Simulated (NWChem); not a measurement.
Molecule: CH₅F₂NOSi; SMILES CN[Si](O)(F)F

```xyz
11

C     -0.0215     2.3750     0.1165
N      0.7028     1.1238     0.0818
Si     0.0047    -0.4154    -0.0130
O     -1.2169    -0.4842    -1.1006
F      1.2050    -1.4365    -0.3446
F     -0.6584    -0.9629     1.3459
H     -0.1088     2.8016     1.1317
H     -1.0430     2.2190    -0.2613
H      0.4501     3.1343    -0.5298
H      1.6782     1.1849     0.3515
H     -1.0169    -0.1717    -1.9873
```
Atoms are numbered in this order, from 1.

Results from NWChem. The geometry was optimised at PBE0/def2-SVP.

Problem. Estimate the computed values for PBE/def2-SVP. Quantities: highest occupied level (eV); orbital gap (eV); dipole (D).

Solution. 
* **highest occupied level (eV)**: -5.84
* **orbital gap (eV)**: 5.91
* **dipole (D)**: 3.40
